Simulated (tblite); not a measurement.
Record of a relaxation.

Compound: C4H10B2O.
Numbering: `[CH2:1]=[CH:2][CH2:3][BH:4][O:5][BH:6][CH3:7]` (hydrogens: H8, H9 on C1; H10 on C2; H11, H12 on C3; H13 on B4; H14 on B6; H15, H16, H17 on C7)

Computed with GFN2-xTB (tblite), gas phase: L-BFGS steps from a force-field or distance-geometry start until the largest atomic force falls under 0.01 eV/Å. 7 of its 200 geometries are shown.

Step 0: E = -549.1941 eV, largest atomic force 3.470 eV/Å
```
atom  x, y, z in Å  |  force x, y, z in eV/Å
C1     -2.383    0.551    1.053   -0.582   0.426   0.737
C2     -2.352    0.310   -0.247   -0.601   0.893   0.440
C3     -1.267   -0.417   -0.940   -1.189  -1.168  -0.404
B4     -0.095   -0.911   -0.066    2.712   0.827   2.000
O5      0.549   -0.185    1.029    0.938  -1.854  -2.651
B6      1.984   -0.380    0.850   -1.626  -0.128  -0.802
C7      2.706    0.688   -0.095   -0.744   0.551   0.516
H8     -3.228    1.107    1.509    0.628  -0.483  -0.409
H9     -1.618    0.246    1.768   -0.268   0.093  -0.543
H10    -3.194    0.668   -0.844    0.283  -0.124  -0.035
H11    -0.870    0.123   -1.811   -0.174   0.001   0.225
H12    -1.766   -1.344   -1.366    0.488   0.793   0.073
H13     0.540   -1.821   -0.516   -0.225   0.074   0.226
H14     2.507   -1.450    0.930   -0.363   0.361   0.625
H15     1.968    0.864   -0.925    0.934   0.129   0.709
H16     3.647    0.314   -0.498   -0.183   0.310   0.095
H17     2.865    1.649    0.459   -0.027  -0.701  -0.802
```

Step 33: E = -550.8146 eV, largest atomic force 0.328 eV/Å
```
atom  x, y, z in Å  |  force x, y, z in eV/Å
C1     -2.294    0.533    1.191    0.047  -0.065  -0.065
C2     -2.326    0.318   -0.113   -0.017   0.091   0.043
C3     -1.444   -0.536   -0.975   -0.061   0.051   0.058
B4     -0.103   -1.282   -0.503   -0.016  -0.076  -0.164
O5      0.867   -0.750    0.179   -0.046   0.077   0.001
B6      1.894   -0.189    0.758   -0.192   0.104   0.008
C7      2.853    0.807   -0.036    0.106  -0.042  -0.032
H8     -3.091    1.081    1.683    0.310   0.021  -0.106
H9     -1.496    0.171    1.826   -0.159  -0.090  -0.110
H10    -3.120    0.764   -0.706   -0.153   0.009   0.184
H11    -1.160    0.070   -1.843    0.142   0.101   0.007
H12    -2.122   -1.278   -1.405   -0.040  -0.159   0.008
H13     0.041   -2.373   -0.962    0.163   0.098   0.128
H14     2.124   -0.443    1.887   -0.065   0.025   0.073
H15     2.470    1.122   -1.000   -0.129  -0.031  -0.075
H16     3.791    0.295   -0.217    0.209  -0.064  -0.066
H17     3.108    1.703    0.524   -0.103  -0.050   0.105
```

Step 66: E = -550.9621 eV, largest atomic force 0.050 eV/Å
```
atom  x, y, z in Å  |  force x, y, z in eV/Å
C1     -2.049    0.397    1.178   -0.005  -0.016   0.002
C2     -2.259    0.309   -0.123    0.021   0.027   0.025
C3     -1.503   -0.562   -1.085   -0.035   0.018   0.010
B4     -0.156   -1.272   -0.568   -0.005   0.015   0.009
O5      0.740   -0.626    0.117    0.030   0.008  -0.002
B6      1.670    0.009    0.769    0.004   0.004  -0.001
C7      2.831    0.783   -0.005   -0.013  -0.011   0.005
H8     -2.643    1.035    1.812   -0.004  -0.013  -0.048
H9     -1.272   -0.164    1.670   -0.007   0.001  -0.013
H10    -3.063    0.886   -0.572    0.045  -0.003   0.022
H11    -1.235    0.058   -1.950    0.000   0.015   0.019
H12    -2.210   -1.298   -1.477    0.018  -0.045   0.007
H13     0.068   -2.399   -0.855   -0.018   0.005  -0.011
H14     1.668   -0.030    1.953   -0.023   0.006  -0.021
H15     2.565    1.029   -1.030   -0.009  -0.025  -0.009
H16     3.720    0.155   -0.043    0.012   0.016  -0.005
H17     3.120    1.702    0.498   -0.009  -0.005   0.014
```

Step 100: E = -550.9834 eV, largest atomic force 0.172 eV/Å
```
atom  x, y, z in Å  |  force x, y, z in eV/Å
C1     -2.086    0.275    1.209   -0.031  -0.014  -0.045
C2     -2.081    0.425   -0.103    0.056  -0.102   0.071
C3     -1.507   -0.565   -1.074    0.052  -0.043  -0.020
B4     -0.147   -1.290   -0.603   -0.025  -0.032   0.045
O5      0.740   -0.655    0.102    0.021  -0.001  -0.070
B6      1.639    0.031    0.746   -0.004  -0.057  -0.015
C7      2.789    0.811   -0.040    0.047  -0.008   0.043
H8     -2.532    0.998    1.869   -0.004   0.061  -0.003
H9     -1.653   -0.589    1.680    0.047  -0.098   0.036
H10    -2.528    1.309   -0.531   -0.069   0.130  -0.089
H11    -1.314   -0.052   -2.021    0.016  -0.004  -0.002
H12    -2.266   -1.320   -1.304   -0.029   0.045   0.051
H13     0.059   -2.418   -0.907    0.012   0.087   0.010
H14     1.605    0.035    1.928    0.015   0.021  -0.009
H15     2.669    0.770   -1.119   -0.035   0.028   0.000
H16     3.767    0.395    0.194   -0.001  -0.075   0.023
H17     2.838    1.853    0.263   -0.067   0.061  -0.026
```

Step 133: E = -551.0276 eV, largest atomic force 0.447 eV/Å
```
atom  x, y, z in Å  |  force x, y, z in eV/Å
C1     -2.335    0.317    1.207    0.114  -0.104  -0.223
C2     -1.770    0.475    0.016   -0.108   0.124   0.167
C3     -1.497   -0.636   -0.953    0.002   0.049   0.021
B4     -0.073   -1.357   -0.719   -0.018   0.028   0.023
O5      0.844   -0.795    0.005    0.065   0.031  -0.067
B6      1.732   -0.113    0.670    0.016   0.053  -0.011
C7      2.717    0.903   -0.077    0.048   0.086   0.041
H8     -2.517    1.163    1.855    0.054  -0.172  -0.005
H9     -2.632   -0.663    1.582    0.043   0.399  -0.197
H10    -1.449    1.474   -0.299   -0.137  -0.372   0.109
H11    -1.512   -0.235   -1.972   -0.028  -0.061   0.078
H12    -2.289   -1.390   -0.899    0.059   0.098   0.042
H13     0.137   -2.414   -1.204    0.000   0.001  -0.011
H14     1.773   -0.245    1.845    0.041   0.002  -0.018
H15     2.838    0.692   -1.139   -0.098  -0.029   0.042
H16     3.714    0.919    0.366   -0.159   0.023   0.004
H17     2.312    1.916    0.005    0.107  -0.157   0.005
```

Step 166: E = -551.0667 eV, largest atomic force 0.025 eV/Å
```
atom  x, y, z in Å  |  force x, y, z in eV/Å
C1     -2.445    0.439    1.148   -0.003   0.006  -0.004
C2     -1.665    0.443    0.082    0.008  -0.008  -0.002
C3     -1.490   -0.707   -0.852   -0.008   0.002   0.007
B4     -0.026   -1.375   -0.792    0.002   0.004   0.002
O5      0.920   -0.849   -0.076    0.007   0.000  -0.007
B6      1.811   -0.202    0.619    0.001  -0.001   0.000
C7      2.673    0.958   -0.059   -0.021  -0.010  -0.004
H8     -2.518    1.286    1.809    0.000   0.005  -0.006
H9     -3.051   -0.415    1.403   -0.003  -0.017   0.006
H10    -1.068    1.317   -0.145    0.006   0.014  -0.002
H11    -1.656   -0.364   -1.878   -0.009  -0.005  -0.004
H12    -2.248   -1.467   -0.651   -0.003   0.000   0.000
H13     0.191   -2.357   -1.412    0.003  -0.006   0.000
H14     1.954   -0.482    1.758   -0.001  -0.004   0.006
H15     2.783    0.819   -1.132   -0.001   0.008   0.013
H16     3.662    1.057    0.379    0.007  -0.010  -0.007
H17     2.166    1.910    0.089    0.014   0.021   0.002
```

Step 199: E = -551.0755 eV, largest atomic force 0.009 eV/Å
```
atom  x, y, z in Å  |  force x, y, z in eV/Å
C1     -2.472    0.475    1.107    0.002  -0.001   0.004
C2     -1.726    0.448    0.018    0.000   0.001   0.000
C3     -1.520   -0.754   -0.843    0.000   0.000   0.001
B4     -0.025   -1.349   -0.793    0.003  -0.004   0.003
O5      0.905   -0.791   -0.082    0.003  -0.001   0.000
B6      1.808   -0.175    0.625   -0.002   0.000   0.002
C7      2.725    0.959   -0.019   -0.006   0.000  -0.007
H8     -2.575    1.361    1.711    0.005   0.001  -0.006
H9     -3.017   -0.393    1.441    0.001   0.000  -0.001
H10    -1.187    1.336   -0.291    0.002   0.002   0.001
H11    -1.750   -0.497   -1.881    0.006   0.003  -0.003
H12    -2.225   -1.538   -0.556   -0.002   0.000   0.001
H13     0.228   -2.325   -1.411   -0.002  -0.001  -0.001
H14     1.946   -0.482    1.758    0.000  -0.002   0.000
H15     2.537    1.103   -1.080   -0.008   0.002   0.001
H16     3.779    0.722    0.104   -0.001   0.003   0.003
H17     2.563    1.912    0.481    0.000  -0.003   0.001
```

Q: Summarise the path.

A: The energy falls by 43.39 kcal/mol from step 0 to step 199; nine tenths of that is first reached at step 38. It rises by more than 0.2 meV at steps 118, 121, 124, 127 and 139. The largest force goes from 3.470 to 0.009 eV/Å. Among the bonds B4–O5 changes most, from 1.463 to 1.297 Å; the atoms move by 1.011 Å rms after alignment.

The cost below is that of the whole relaxation. Hardware: one thread of an Arm Neoverse N1 (shared host). Cost: 1.8 s of wall time.
